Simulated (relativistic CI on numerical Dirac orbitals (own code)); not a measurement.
Slater and spin-orbit integrals, In XLIII

Calculated at this level of theory: Dirac-Coulomb-Breit CI, KLI orbitals optimised for each configuration, model QED, unscaled Slater integrals (own radial code, finite nucleus).

Slater integrals F^k, G^k are unscaled and averaged over j, outside the closed core 1s2; ζ comes from projecting the Hamiltonian with its Breit term on Σ l·s of the shell.

- 2s²2p³: F^2(2p,2p) = 893850, ζ(2p) = 1.2187e+06 cm⁻¹; <r>(2p) = 0.1064, <r^2>(2p) = 0.01371 (bohr units).
- 2s2p⁴: F^2(2p,2p) = 892400, G^1(2s,2p) = 949640, ζ(2p) = 1.2131e+06 cm⁻¹; <r>(2s) = 0.123, <r^2>(2s) = 0.01781, <r>(2p) = 0.1065, <r^2>(2p) = 0.01375 (bohr units).
- 2p⁵: ζ(2p) = 1.2076e+06 cm⁻¹; <r>(2p) = 0.1068, <r^2>(2p) = 0.01381 (bohr units).

Averages of the first 10 configurations, taken without configuration mixing, which lowers the lowest level and can move excited configurations by several eV; other configurations of the list can lie among them:

| Configuration | Parity | States | Average energy above the lowest level (eV) |
| --- | --- | --- | --- |
| 2s²2p³ | odd | 20 | 226.4 |
| 2s2p⁴ | even | 30 | 582.0 |
| 2p⁵ | odd | 6 | 976.2 |
| 2p⁴3s | even | 30 | 4717.4 |
| 2p⁴3p | odd | 90 | 4817.7 |
| 2p⁴3d | even | 150 | 4913.7 |
| 2s²2p²3s | even | 30 | 4017.9 |
| 2s²2p²3p | odd | 90 | 4124.4 |
| 2s²2p²3d | even | 150 | 4220.8 |
| 2s2p³3s | odd | 80 | 4348.2 |
